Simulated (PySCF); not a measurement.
## Telling isomers of C$_{5}$H$_{8}$F$_{3}$N apart by NMR

Fast rotation and ring inversion assumed for equivalent nuclei, a single conformation, isolated molecule, non-relativistic. σ from GIAO-PBE0/pcSseg-1; geometry: GFN2-xTB; PySCF 2.14.0 with density-fitted response routines.

Shifts are taken against calculated references (same method and geometry level): 1H (σref 31.72), 13C (σref 186.93) vs TMS. Splittings of carbon signals by F and P are missing where no couplings were computed. Where no couplings were computed, multiplicities follow the n + 1 count of equivalent neighbours, and m marks all less simple cases (inequivalent or close neighbours, rings, F or P nearby). Shifts are as computed. Against solution values, carbons near 30 ppm lie about +3 ppm off and those near 130 ppm about +5 ppm. Of 1211 compounds with measured shifts, 218 miss one by over three times the rms of a fit or turn the order of signals round; such compounds aren't used in these exercises. OH and NH positions are gas-phase values without hydrogen bonding to other molecules.

(1) Tabulate the signals of `CC(C)(N)C(F)=C(F)F`, `CN[C@H](C)C(F)=C(F)F` and their relative energies.

(2) What is the quickest way to tell CC(C)(N)C(F)=C(F)F from CN[C@H](C)C(F)=C(F)F?

## Answers

(1) 
```json
{"SMILES": "CC(C)(N)C(F)=C(F)F", "carbon types": "3×C 2×CH3", "δC": "167.1, 144.3, 53.8, 30.9", "δH": "1.43 (s, 6H), 1.06 (br s, 2H)", "E rel. (kcal/mol)": "0.0"}
{"SMILES": "CN[C@H](C)C(F)=C(F)F", "carbon types": "2×C 1×CH 2×CH3", "δC": "167.2, 136.2, 56.8, 36.4, 20.6", "δH": "3.32 (m, 1H), 2.59 (s, 3H), 1.44 (d, 3H), 0.42 (br s, 1H)", "E rel. (kcal/mol)": "4.2"}
```

Energies are electronic energies at PBE0/pcSseg-1 on these geometries, without zero-point or thermal terms, each for the one conformer computed, which needn't be the lowest.

(2) Count the carbon signals: 4 against 5. The first has an allylic fully substituted sp3 carbon bonded to N (C) at 53.8 ppm, the second an allylic sp3 CH bonded to N at 56.8 ppm. Their most deshielded carbons lie at 167.1 and 167.2 ppm. In the proton spectra the most deshielded non-exchanging signals are 1.43 (s, 6H) and 3.32 (m, 1H).
